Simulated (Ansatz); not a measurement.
Total energies of K₂S from Ansatz at PBE-D4/def2-TZVP, gas phase (1 Eh = 27.2114 eV = 2625.5 kJ/mol). The reference geometry is relaxed at r2SCAN-D4/def2-TZVP.

```xyz
3

K     1.704   -2.072    0.569
K    -1.690    2.080   -0.584
S    -0.014   -0.008    0.015
```

```json
{"state": "charge 0 singlet", "geometry": "reference", "energy (Eh)": "-1597.50060"}
{"state": "charge 1 doublet", "geometry": "reference", "energy (Eh)": "-1597.31864"}
{"state": "charge 0 triplet", "geometry": "relaxed at r2SCAN-D4/def2-TZVP", "energy (Eh)": "-1597.44852"}
{"state": "charge 0 quintet", "geometry": "relaxed at r2SCAN-D4/def2-TZVP", "energy (Eh)": "-1597.32924"}
{"state": "free K atom (doublet)", "geometry": "–", "energy (Eh)": "-599.69080"}
{"state": "free S atom (triplet)", "geometry": "–", "energy (Eh)": "-397.93833"}
```

Problem. Work out the vertical ionisation energy to the doublet.

Solution. E(charge 1 doublet) − E(charge 0 singlet) = -1597.31864 − (-1597.50060) = 0.18196 Eh = 4.95 eV. For comparison, −ε of the highest occupied level is 2.30 eV at this level, 2.65 eV less.

Problem. Which of the charge 0 states is lowest, and how far above it are the others?

Solution. The singlet. triplet: -1597.44852 − (-1597.50060) = 0.05208 Eh = 136.7 kJ/mol; quintet: -1597.32924 − (-1597.50060) = 0.17136 Eh = 449.9 kJ/mol. The quintet differs in its bonds from the reference.

Problem. What is the binding energy per atom against free atoms?

Solution. Atoms: 2 × (-599.69080) + 1 × (-397.93833) = -1597.31993 Eh. Binding: -1597.31993 − (-1597.50060) = 0.18067 Eh = 4.92 eV, or 1.64 eV for each of 3 atoms (no zero-point energy, no counterpoise term).

The structure comes from a short search, and lower isomers may exist.
